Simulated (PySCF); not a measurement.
C7H10OSi, SMILES COc1ccc([SiH3])cc1, singlet, GFN2-xTB optimised geometry.

```
19

C      3.13     1.35     0.00
O      2.46     0.11     0.00
C      1.09     0.11     0.00
C      0.48    -1.15     0.00
C     -0.89    -1.25     0.00
C     -1.71    -0.12     0.00
Si    -3.58    -0.30     0.01
C     -1.09     1.12     0.00
C      0.29     1.25     0.00
H      4.19     1.10     0.00
H      2.89     1.93     0.90
H      2.89     1.93    -0.89
H      1.12    -2.02     0.00
H     -1.34    -2.23     0.00
H     -4.00    -1.09     1.17
H     -4.19     1.03     0.07
H     -4.02    -0.98    -1.22
H     -1.69     2.01     0.00
H      0.73     2.23     0.00
```

Density from PBE0/def2-SVP (PySCF) at that geometry.

Minimum of the electron density along straight lines between bonded atoms, close to the bond critical point (lines longer than 1.1 times the sum of covalent radii, or with two minima, are not listed):

```tsv
bond	length / Å	ρ at the minimum / e bohr⁻³	∇²ρ there / e bohr⁻⁵	position (fraction from the first atom)
C1–O2	1.406	…	-0.34	0.34
O2–C3	1.363	0.284	-0.32	0.67
C3–C4	1.396	0.310	-0.81	0.52
C4–C5	1.377	0.315	-0.81	0.50
C5–C6	1.395	0.304	-0.76	0.51
C6–Si7	1.883	0.113	0.34	0.62
C6–C8	1.389	0.307	-0.77	0.49
C3–C9	1.390	0.310	-0.79	0.52
C8–C9	1.385	0.310	-0.79	0.50
C1–H10	1.089	0.284	-1.11	0.64
C1–H11	1.095	0.280	-1.05	0.63
C1–H12	1.095	0.280	-1.05	0.63
C4–H13	1.079	0.283	-1.08	0.63
C5–H14	1.081	0.284	-1.08	0.63
Si7–H15	1.466	0.116	0.32	0.49
Si7–H16	1.464	0.117	0.33	0.49
Si7–H17	1.466	0.116	0.32	0.49
C8–H18	1.081	0.284	-1.08	0.63
C9–H19	1.079	0.282	-1.06	0.63
```

Q: Fill in the missing entries.

A: 
- C1–O2, ρ at the minimum / e bohr⁻³: 0.256
